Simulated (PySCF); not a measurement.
PySCF job for AlH4N, SMILES [NH2][AlH2], PBE0/pcSseg-2. Geometry: B3LYP-D3(BJ)/def2-TZVP.

```python
import numpy as np
from pyscf import gto, scf, dft
from pyscf.prop.nmr import rks as nmr

mol = gto.M(
    atom='''
    Al    0.00000000   -0.00000000    0.65054422
    H    -0.00000000    1.39421815    1.38768609
    H    -0.00000000   -1.39421815    1.38768610
    N    -0.00000000    0.00000000   -1.11978126
    H    -0.00000000    0.82677170   -1.69698911
    H    -0.00000000   -0.82677171   -1.69698912
    ''',
    basis='pcSseg-2',
    charge=0,
    spin=0,
    max_memory=1600,
    verbose=3,
)
mf = dft.RKS(mol, xc='pbe0')
mf.grids.level = 3
mf.conv_tol = 1e-10
mf.max_cycle = 100
mf.kernel()
n = nmr.NMR(mf)
n.verbose = 2
n.max_cycle_cphf = 60
sigma = n.kernel()
print('atom   isotropic/ppm   span/ppm')
for i, s in enumerate(sigma):
    w = np.linalg.eigvalsh((s + s.T) / 2)
    print(f'{mol.atom_symbol(i):2s}{i + 1:3d} {w.mean():14.3f} {w[2] - w[0]:11.3f}')
```

It prints:

```
converged SCF energy = -299.460597102585
atom   isotropic/ppm   span/ppm
Al  1        354.437      40.375
H   2         26.919       7.307
H   3         26.919       7.307
N   4        206.299     105.619
H   5         29.615      13.807
H   6         29.615      13.807
```

The run converged.
